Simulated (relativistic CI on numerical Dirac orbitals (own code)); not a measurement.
**Calculated levels, Ar17+**

These numbers are calculated, not measured: Dirac equation for one electron, model QED (radiative potential, 1s self-energy scaled to tabulated hydrogen-like ionisation energies) (own radial code, finite nucleus).

Configurations in the expansion: 1s, 2s, 2p, 3s, 3p, 3d, 4s, 4p, 4d, 4f, 5s, 5p, 5d, 5f, 5g, 6s, 6p, 6d. Levels of other configurations are missing.

The lowest level is 1s 2S_1/2, with 100 % of that term; Hund's rules for 1s give 2S with J = 1/2, in agreement.

```
No.  Configuration  Term    J   E (eV)    %  Landé g  Lifetime (s)
  1             1s    2S  1/2     0.00  100    1.991              
  2             2p   2P°  1/2  3318.18  100    0.663      1.52e-14
  3             2s    2S  1/2  3318.34  100    1.999              
  4             2p   2P°  3/2  3323.00  100    1.332      1.53e-14
  5             3p   2P°  1/2  3934.30  100    0.665      5.02e-14
  6             3s    2S  1/2  3934.34  100    2.001      1.46e-12
  7             3d    2D  3/2  3935.72  100    0.799      1.46e-13
  8             3p   2P°  3/2  3935.72  100    1.333      5.03e-14
  9             3d    2D  5/2  3936.19  100    1.199      1.47e-13
 10             4p   2P°  1/2  4149.74  100    0.665      1.17e-13
 11             4s    2S  1/2  4149.76  100    2.002      2.09e-12
 12             4d    2D  3/2  4150.34  100    0.799      3.40e-13
 13             4p   2P°  3/2  4150.34  100    1.334      1.17e-13
 14             4f   2F°  5/2  4150.54  100    0.856      6.88e-13
 15             4d    2D  5/2  4150.54  100    1.200      3.43e-13
 16             4f   2F°  7/2  4150.64  100    1.143      6.90e-13
 17             5p   2P°  1/2  4249.38  100    0.665      2.27e-13
 18             5s    2S  1/2  4249.39  100    2.002      3.26e-12
 19             5d    2D  3/2  4249.68  100    0.799      6.56e-13
 20             5p   2P°  3/2  4249.68  100    1.334      2.27e-13
 21             5f   2F°  5/2  4249.79  100    0.856      1.33e-12
 22             5d    2D  5/2  4249.79  100    1.200      6.61e-13
 23             5g    2G  7/2  4249.84  100    0.888      2.23e-12
 24             5f   2F°  7/2  4249.84  100    1.143      1.33e-12
 25             5g    2G  9/2  4249.87  100    1.111      2.24e-12
 26             6p   2P°  1/2  4303.47  100    0.666      3.90e-13
 27             6s    2S  1/2  4303.47  100    2.002      4.95e-12
 28             6d    2D  3/2  4303.64  100    0.799      1.12e-12
 29             6p   2P°  3/2  4303.64  100    1.334      3.89e-13
 30             6d    2D  5/2  4303.70  100    1.200      1.13e-12
```

Energies count from the lowest computed level; ° marks odd parity; lifetimes are radiative, by E1, M1, E2, M2 decay to levels of this space only; some are left blank where a channel outside the calculation adds to the decay or the decay crosses a small, uncertain gap.
